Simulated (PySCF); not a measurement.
Molecule: `C(C#CC)[NH+](C)C`, [C$_{6}$H$_{12}$N]+.

Geometry (Å), atoms numbered from 1 in this order:
```xyz
19

C     3.2098   -1.2736   -1.1685
C     1.9860   -0.5473   -0.9758
C     0.9612    0.0589   -0.8203
C    -0.2666    0.8066   -0.6406
N    -0.8816    0.5058    0.6917
C    -1.3262   -0.8974    0.7543
C    -1.9801    1.4340    1.0033
H     4.0511   -0.7005   -0.7821
H     3.3623   -1.4533   -2.2316
H     3.1623   -2.2319   -0.6531
H    -0.0562    1.8785   -0.6967
H    -0.9909    0.5475   -1.4184
H    -0.1398    0.6281    1.3916
H    -1.6563   -1.1487    1.7603
H    -2.1533   -1.0514    0.0628
H    -0.5036   -1.5534    0.4724
H    -2.7465    1.3669    0.2324
H    -1.6142    2.4585    1.0475
H    -2.4272    1.1820    1.9633
```

Total charge +1.

Frames of a GFN2-xTB Langevin trajectory at 300 K; GIAO PBE0/pcSseg-1 shieldings in PySCF, gas phase, non-relativistic; equivalent atoms averaged within each frame.

Referencing at the same level of theory: TMS for ¹³C (σref 186.93), ¹H (σref 31.72); ¹⁵N (σref 267.73) vs NH3. The references are static minima.

**Question.** How do the shifts (ppm) fluctuate along the trajectory?

**Answer.** 
```
         time (fs)     C2    C3    C4  C6/C7    C1    N5  H11/H12   H13  H8/H9/H10  H14/H15/H16/H17/H18/H19
               250  115.0  70.8  67.9   41.6   4.3  79.2     5.67  3.67       3.24                     3.19
               425  112.0  71.4  42.8   42.6   8.8  74.4     2.86  4.38       2.86                     3.50
               625  115.4  72.3  48.0   46.4   4.7  75.1     4.59  4.32       2.55                     3.38
               800  104.9  66.6  50.6   55.2  -0.8  82.8     4.90  3.41       2.13                     3.90
              1000  106.8  70.1  52.2   51.0   0.5  86.5     4.41  6.16       2.16                     3.82
    mean of frames  110.8  70.2  52.3   47.4   3.5  79.6     4.49  4.39       2.59                     3.56
standard deviation    4.8   2.2   9.4    5.7   3.8   5.1     1.03  1.07       0.47                     0.30
```

5 frames give an uncertainty of the mean of about the standard deviation over 2.2 at best, since frames this close in time may not be independent; classical motion lacks zero-point vibration, and the reference would need the same averaging.
